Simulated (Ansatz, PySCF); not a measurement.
Energy difference R1 + 2 R2 + 3 R3 → 5 P1 + P2, each structure at its B3LYP-D3(BJ)/def2-SVP stationary point, reached from a drawn start (curvature not checked).
P1: H2 (SMILES [H][H]), charge 0, multiplicity 1.
R1: HCl (SMILES Cl), charge 0, multiplicity 1.
R2, NH3 (SMILES N) (charge 0, multiplicity 1):
```xyz
4

N      0.000     0.000     0.306
H      0.000     0.937    -0.102
H      0.812    -0.469    -0.102
H     -0.812    -0.469    -0.102
```
R3: SiH4 (SMILES [SiH4]), charge 0, multiplicity 1.
P2: ClH9N2Si3 (SMILES [SiH3]N[SiH](Cl)N[SiH3]), charge 0, multiplicity 1.

P less R. No zero-point or thermal terms. One arrangement of each flexible species, with no search for the lowest.

Codes used: Ansatz (Gaussian basis) for Hartree–Fock, density functionals and correlated methods; PySCF for the D3/D4 terms. Each number belongs to the level named beside it.

**Question.** What reaction energy does r2SCAN/def2-TZVPP give?

**Answer.** -54.1 kcal/mol

**Question.** What is the computed reaction energy (wB97X-V/def2-TZVPP)?

**Answer.** -51.0 kcal/mol

**Question.** Give the reaction energy at the level PBE0-D4/def2-TZVPP.

**Answer.** -49.7 kcal/mol

Ansatz is an electronic-structure program.
